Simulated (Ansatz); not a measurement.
Reaction (formal exchange of groups at a C–Si bond): `C#C[Si](C#C)(C#C)C#C` + `C=O` → `C#CC=O` + `C#C[SiH](C#C)C#C`

Calculated with Ansatz (gas phase, PBE0-D4/def2-TZVP geometries, no zero-point term in ΔE). CCSD(T)/CBS adds triple-zeta CCSD(T) − MP2 to the extrapolated MP2 energy (def2 sets, frozen cores). This one scheme is used for every species. Functionals use def2-TZVPP. B3LYP here is the variant with VWN-RPA as its local correlation; programs differ in this. HSE06 is defined as in plane-wave codes.

`C#C[Si](C#C)(C#C)C#C`:

Cartesian coordinates in Å:
```
C 1.565 1.466 2.130
C 0.942 0.882 1.281
Si 0.000 0.001 0.001
C 0.823 0.206 -1.605
C 1.368 0.338 -2.672
C -1.681 0.681 -0.089
C -2.797 1.132 -0.148
C -0.082 -1.764 0.417
C -0.136 -2.937 0.690
H 2.117 1.983 2.882
H 1.850 0.455 -3.616
H -3.785 1.530 -0.201
H -0.183 -3.974 0.931
```

`C=O`:

```xyz
4

C    -0.001    0.000    0.005
O     0.180   -0.104   -1.172
H     0.080   -0.866    0.691
H    -0.259    0.970    0.476
```

`C#CC=O`:

```xyz
6

C     0.847    0.462    1.191
C     0.207    0.105    0.239
C    -0.612   -0.335   -0.866
O    -0.239   -0.363   -2.008
H     1.431    0.782    2.023
H    -1.633   -0.651   -0.579
```

`C#C[SiH](C#C)C#C`:

Cartesian coordinates in Å:
```
C -1.094 -2.657 -0.151
C -0.818 -1.507 0.085
Si -0.420 0.228 0.458
C 1.281 0.340 1.090
C 2.403 0.422 1.523
C -0.575 1.227 -1.054
C -0.690 1.899 -2.048
H -1.335 -3.673 -0.361
H -1.359 0.737 1.482
H 3.396 0.493 1.904
H -0.789 2.491 -2.928
```

```csv
level,ΔE (kJ/mol),difference from CCSD(T)/CBS
LDA (SPW92),19.6,-27.4
PBE-D4,30.3,-16.7
revPBE-D4,33.6,-13.4
BLYP-D4,35.8,-11.2
r2SCAN-D4,34.5,-12.5
B97M-V,37.5,-9.5
PBE0-D4,35.7,-11.3
B3LYP-D4,38.9,-8.1
r2SCAN0-D4,38.1,-8.9
HSE06-D4,35.4,-11.6
BHLYP-D4,44.1,-2.9
CAM-B3LYP-D4,39.1,-7.9
ωB97X-V,40.4,-6.6
ωB97M-V,43.0,-4.0
B2PLYP,40.1,-6.9
PBE-QIDH,41.7,-5.3
PBE,25.8,-21.2
revPBE,26.9,-20.1
BLYP,27.7,-19.3
r2SCAN,32.8,-14.2
PBE0,31.4,-15.6
B3LYP,32.0,-15.0
r2SCANh,34.3,-12.7
r2SCAN0,36.1,-10.9
RPA@PBE/def2-TZVPP,48.8,1.8
HF/def2-SVP,35.4,-11.6
MP2/def2-SVP,37.6,-9.4
CCSD/def2-SVP,34.0,-13.0
CCSD(T)/def2-SVP,33.5,-13.5
HF/def2-TZVPP,43.8,-3.2
MP2/def2-TZVPP,51.0,4.0
SCS-MP2/def2-TZVPP,50.0,3.0
CCSD/def2-TZVPP,47.0,0.0
CCSD(T)/def2-TZVPP,46.7,-0.3
HF/def2-QZVPP,44.1,-2.9
MP2/def2-QZVPP,51.3,4.3
SCS-MP2/def2-QZVPP,50.3,3.3
HF/CBS(def2),44.2,-2.8
MP2/CBS(def2),51.3,4.3
CCSD/CBS(def2),47.3,0.3
CCSD(T)/CBS,47.0,0
```

Largest T1 diagnostic among the species: 0.016.

Leaving LDA and LC-ωPBE aside and taking each functional with its dispersion term where it has one, the values spread over 13.9 kJ/mol, from PBE-D4 to BHLYP-D4. LDA lies −6.1 kJ/mol from PBE without D4. From r2SCAN to r2SCAN0 (25 % exact exchange), in def2-TZVPP and without D4, ΔE moves by +3.3 kJ/mol.
